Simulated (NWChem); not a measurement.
System meant: C$_{4}$H$_{3}$I; SMILES C#CC(=C)I

Here is an NWChem input.

```
start job
memory heap 200 mb stack 900 mb global 1100 mb
geometry units angstroms noautoz
  C      1.288998     2.872702     0.000000
  C      0.410233     2.035094     0.000000
  C     -0.600495     1.042561     0.000000
  C     -1.917640     1.283061     0.000000
  I      0.116023    -0.954550     0.000000
  H      2.063997     3.617164     0.000000
  H     -2.275079     2.316790     0.000000
  H     -2.653343     0.477106     0.000000
end
basis spherical
  C library def2-svp
  I library def2-svp
  H library def2-svp
end
dft
  xc xpbe96 cpbe96
  iterations 150
  mulliken
end
task dft energy
```

End of the output:

```
             Grid Information
             ----------------
          Grid used for XC integration:  medium
          Radial quadrature: Mura-Knowles
          Angular quadrature: Lebedev.
          Tag              B.-S. Rad. Rad. Pts. Rad. Cut. Ang. Pts.
          ---              ---------- --------- --------- ---------
          C                   0.70       49          12.0       434
          I                   1.40      123          12.0       590
          H                   0.35       45          13.0       434
          Grid pruning is: on
          Number of quadrature shells:   454
          Spatial weights used:  Erf1

          Convergence Information
          -----------------------
          Convergence aids based upon iterative change in
          total energy or number of iterations.
          Levelshifting, if invoked, occurs when the
          HOMO/LUMO gap drops below (HL_TOL):  1.00D-02
          DIIS, if invoked, will attempt to extrapolate
          using up to (NFOCK): 10 stored Fock matrices.

                    Damping( 0%)  Levelshifting(0.5)       DIIS
                  --------------- ------------------- ---------------
          dE  on:    start            ASAP                start
          dE off:    2 iters        150 iters           150 iters

      Screening Tolerance Information
      -------------------------------
          Density screening/tol_rho:  1.00D-10
          AO Gaussian exp screening on grid/accAOfunc:  14
          CD Gaussian exp screening on grid/accCDfunc:  20
          XC Gaussian exp screening on grid/accXCfunc:  20
          Schwarz screening/accCoul:  1.00D-08

      Superposition of Atomic Density Guess
      -------------------------------------

      charge =      53.0 I (Iodine)

      symmetry species            s     p     d     f
      number of basis functions =10     7     6
      number of cont. functions = 4     4     2
      number of closed shells   = 5     3     2
      number of open shells     = 0     1     0
      open shell occupation     = 0     5     0
 ------------------------------------------------------------------------
 atomscf:atomd: error in atom scf                   0
 ------------------------------------------------------------------------
 ------------------------------------------------------------------------
  current input line :
    23: task dft energy
 ------------------------------------------------------------------------
 ------------------------------------------------------------------------
 This error has not yet been assigned to a category
 ------------------------------------------------------------------------
 For more information see the NWChem manual at https://nwchemgit.github.io

0:atomscf:atomd: error in atom scf:Received an Error in Communication
```

**Question.** What is wrong, and how is it mended?

**Answer.** The run crashed. Cause: the def2 basis of a heavy element holds valence functions alone and wants its effective core potential (without it all electrons must fit into that basis). This input runs:
```
start job
memory heap 200 mb stack 900 mb global 1100 mb
geometry units angstroms noautoz
  C      1.288998     2.872702     0.000000
  C      0.410233     2.035094     0.000000
  C     -0.600495     1.042561     0.000000
  C     -1.917640     1.283061     0.000000
  I      0.116023    -0.954550     0.000000
  H      2.063997     3.617164     0.000000
  H     -2.275079     2.316790     0.000000
  H     -2.653343     0.477106     0.000000
end
basis spherical
  C library def2-svp
  I library def2-svp
  H library def2-svp
end
ecp
  I library def2-ecp
end
dft
  xc xpbe96 cpbe96
  iterations 150
  mulliken
end
task dft energy
```
It converges to -451.50170 Ha (PBE/def2-SVP with def2 effective core potentials on I).
